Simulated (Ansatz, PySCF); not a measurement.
Bond stretch in GaAl, lowest triplet found (which spin is the ground state isn't settled by this scan).

ROHF/aug-cc-pVDZ (Ansatz, a first-principles code); FCI = full CI/aug-cc-pVDZ, cores with 3d frozen in Ansatz; UHF/LANL2DZ = unrestricted Hartree-Fock/LANL2DZ, with its core potentials past Ne run with PySCF.

Total energies in hartree (comparable only within one method and basis):

| R / Å | ROHF | FCI | UHF/LANL2DZ |
|---|---|---|---|
| 2.63 | -2165.08779 | -2165.20438 | -3.83358 |
| 2.76 | -2165.08922 | -2165.20575 | -3.83646 |
| 2.87 | -2165.08869 | -2165.20515 | -3.83692 |
| 3.04 | -2165.08584 | -2165.20227 | -3.83522 |
| 3.27 | -2165.07977 | -2165.19651 | -3.83061 |
| 3.52 | -2165.07327 | -2165.18970 | -3.82520 |
| 3.92 | -2165.06766 | -2165.18010 | -3.82103 |
| 4.31 | -2165.06486 | -2165.17322 | -3.81878 |
| 4.76 | -2165.06307 | -2165.16805 | -3.81721 |
| 5.36 | -2165.06181 | -2165.16433 | -3.81602 |
| 6.13 | -2165.06108 | -2165.16234 | -3.81532 |
| 7.08 | -2165.06074 | -2165.16148 | -3.81498 |
| 8.18 | -2165.06058 | -2165.16114 | -3.81484 |

The scan ran from 1.74 to 8.18 Å; beyond the distances shown full CI changes its symmetry label.
